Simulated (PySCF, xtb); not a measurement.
ClH₄MoN₃, SMILES [Mo]([Cl])(=[NH])(=[NH])[NH2], multiplicity 1.

GFN2-xTB (xtb) at its own geometry gives an orbital gap of 2.99 eV and a dipole moment of 3.04 D.

Coordinates come from a B3LYP-D3(BJ)/def2-SVP optimisation. The multiplicity is an assumed one; no other spin state was optimised. The structure was generated by enumeration; whether it is a known compound was not checked. The def2 effective core potentials stand for the cores of Mo; spin–orbit coupling is left out. Other conformers were not sampled.

Q: What does CAM-B3LYP/def2-TZVP in PySCF give? (An estimate is asked for; the answer gives what the named calculation found.)

A: gap 8.27 eV (levels -8.99 and -0.72 eV), dipole 3.82 D.
